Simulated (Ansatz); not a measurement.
System: trifluoro(methyl)germane, CH$_{3}$F$_{3}$Ge, charge 0, multiplicity 1. SMILES: [F][Ge]([CH3])([F])[F]
Structure (B3LYP-D3(BJ)/def2-TZVP (Ansatz, a program for electronic structure) minimum search):
```xyz
8

C     -1.9206    -0.0137     0.1074
Ge    -0.0001     0.0000     0.0000
F      0.7689    -0.1770     1.5335
F      0.6360    -1.2674    -0.9816
F      0.6342     1.4589    -0.6660
H     -2.2459    -0.9600     0.5348
H     -2.2471     0.8096     0.7397
H     -2.3333     0.1019    -0.8928
```
Charge 0, spin multiplicity 1.

Property: atomisation energy (electronic, to ground-state atoms), in eV. Cores are frozen in the correlated levels unless marked. UHF or UKS for open shells. Spin-orbit coupling is left out. Frozen are the shells of the preceding noble gas and the d and f shells that filled before the atom's block. No relativistic terms. The coupled-cluster limit lacks core correlation, which all-electron functionals hold. CBS marks a two-point X^-3 extrapolation of the correlation energy; Hartree-Fock from the larger set.

```csv
level,program,atomisation energy (eV)
HF/cc-pVDZ,Ansatz,21.89
HF/aug-cc-pVQZ,Ansatz,23.13
PBE-D3(BJ)/def2-TZVPD,Ansatz + dftd3,32.11
r2SCAN-D3(BJ)/def2-TZVPD,Ansatz + dftd3,31.71
```

Problem. Estimate the value at CCSD(T)/CBS(aug-cc-pVTZ,aug-cc-pVQZ) as computed with Ansatz.

Solution. 32.06 eV
